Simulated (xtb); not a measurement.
xtb input (GFN2-xTB):

```bash
xtb mol.xyz --gfn 2 --sp --chrg 1 --uhf 0
```
mol.xyz:
```
9

Si    -0.02969266    -0.19954636    -0.23417948
Cl     0.52977633     0.15869490     1.64596283
O     -0.66718019     1.33898245    -0.92730429
O      1.14832720    -0.38636354    -1.29314883
O     -1.37426810    -1.03752885    -0.41843412
H     -0.14117385     1.83031987    -1.58241413
H      2.01138750    -0.77342843    -1.11258525
H     -1.69168341    -1.72931354     0.17146162
H     -1.62406193     1.44753740    -1.06821988
```

End of the output:

```
         :::::::::::::::::::::::::::::::::::::::::::::::::::::
         ::                     SUMMARY                     ::
         :::::::::::::::::::::::::::::::::::::::::::::::::::::
         :: total energy             -20.232533885307 Eh    ::
         :: gradient norm              0.020417400411 Eh/a0 ::
         :: HOMO-LUMO gap              6.839032020147 eV    ::
         ::.................................................::
         :: SCC energy               -20.341004911227 Eh    ::
         :: -> isotropic ES            0.153636654673 Eh    ::
         :: -> anisotropic ES         -0.000009687876 Eh    ::
         :: -> anisotropic XC         -0.004989745043 Eh    ::
         :: -> dispersion             -0.004963913156 Eh    ::
         :: repulsion energy           0.108471025920 Eh    ::
         :: add. restraining           0.000000000000 Eh    ::
         :: total charge               1.000000000000 e     ::
         :::::::::::::::::::::::::::::::::::::::::::::::::::::

           -------------------------------------------------
          |                Property Printout                |
           -------------------------------------------------

    * Orbital Energies and Occupations

         #    Occupation            Energy/Eh            Energy/eV
      -------------------------------------------------------------
         1        2.0000           -1.2137101             -33.0267
       ...           ...                  ...                  ...
         4        2.0000           -0.8754059             -23.8210
         5        2.0000           -0.8419247             -22.9099
         6        2.0000           -0.8365510             -22.7637
         7        2.0000           -0.7843292             -21.3427
         8        2.0000           -0.7646700             -20.8077
         9        2.0000           -0.7429409             -20.2165
        10        2.0000           -0.7268717             -19.7792
        11        2.0000           -0.6980586             -18.9951
        12        2.0000           -0.6907308             -18.7957
        13        2.0000           -0.6660964             -18.1254
        14        2.0000           -0.6364806             -17.3195
        15        2.0000           -0.6050037             -16.4630
        16        2.0000           -0.6015158             -16.3681 (HOMO)
        17                         -0.3501860              -9.5290 (LUMO)
        18                         -0.2955421              -8.0421
        19                         -0.2692502              -7.3267
        20                         -0.2611835              -7.1072
        21                         -0.1537177              -4.1829
        22                         -0.1516864              -4.1276
        23                         -0.1509302              -4.1070
        24                         -0.1443443              -3.9278
        25                         -0.1418174              -3.8590
        26                         -0.1018876              -2.7725
        27                         -0.0904259              -2.4606
       ...                                ...                  ...
        34                          0.6875972              18.7105
      -------------------------------------------------------------
                  HL-Gap            0.2513298 Eh            6.8390 eV
             Fermi-level           -0.4758509 Eh          -12.9486 eV

     #   Z          covCN         q      C6AA      α(0)
     1  14 Si       3.105     0.644   151.260    26.477
     2  17 Cl       0.805    -0.087   101.750    15.431
     3   8 O        2.362    -0.349    19.840     6.016
     4   8 O        1.575    -0.372    20.356     6.088
     5   8 O        1.575    -0.372    20.356     6.088
     6   1 H        0.804     0.392     0.500     1.110
     7   1 H        0.807     0.376     0.531     1.145
     8   1 H        0.807     0.376     0.531     1.145
     9   1 H        0.804     0.392     0.500     1.110

 Mol. C6AA /au·bohr⁶  :       1450.948006
 Mol. C8AA /au·bohr⁸  :      55471.749732
 Mol. α(0) /au        :         64.609821

Wiberg/Mayer (AO) data.
largest (>0.10) Wiberg bond orders for each atom

 ---------------------------------------------------------------------------
     #   Z sym  total        # sym  WBO       # sym  WBO       # sym  WBO
 ---------------------------------------------------------------------------
     1  14 Si   4.503 --     4 O    1.323     5 O    1.323     2 Cl   1.203
                             3 O    0.620
     2  17 Cl   1.397 --     1 Si   1.203
     3   8 O    2.398 --     6 H    0.834     9 H    0.834     1 Si   0.620
     4   8 O    2.326 --     1 Si   1.323     7 H    0.836
     5   8 O    2.326 --     1 Si   1.323     8 H    0.836
     6   1 H    0.846 --     3 O    0.834
     7   1 H    0.859 --     4 O    0.836
     8   1 H    0.859 --     5 O    0.836
     9   1 H    0.846 --     3 O    0.834
 ---------------------------------------------------------------------------

Topologies differ in total number of bonds
Writing topology from bond orders to xtbtopo.mol

molecular dipole:
                 x           y           z       tot (Debye)
 q only:       -0.604       0.497      -1.372
   full:       -0.548       0.703      -1.057       3.514
molecular quadrupole (traceless):
                xx          xy          yy          xz          yz          zz
 q only:        2.482      -3.022       3.330      -0.707      -7.685      -5.812
  q+dip:        2.495      -3.281       2.644      -0.109      -8.747      -5.139
   full:        1.938      -4.149       3.855       0.217      -9.686      -5.793

           -------------------------------------------------
          | TOTAL ENERGY              -20.232533885307 Eh   |
          | GRADIENT NORM               0.020417400411 Eh/α |
          | HOMO-LUMO GAP               6.839032020147 eV   |
           -------------------------------------------------

------------------------------------------------------------------------
Note: The following floating-point exceptions are signalling: IEEE_UNDERFLOW_FLAG IEEE_DENORMAL
normal termination of xtb
------------------------------------------------------------------------
 total:
 SCF:
```

It need not be the lowest isomer of its formula.
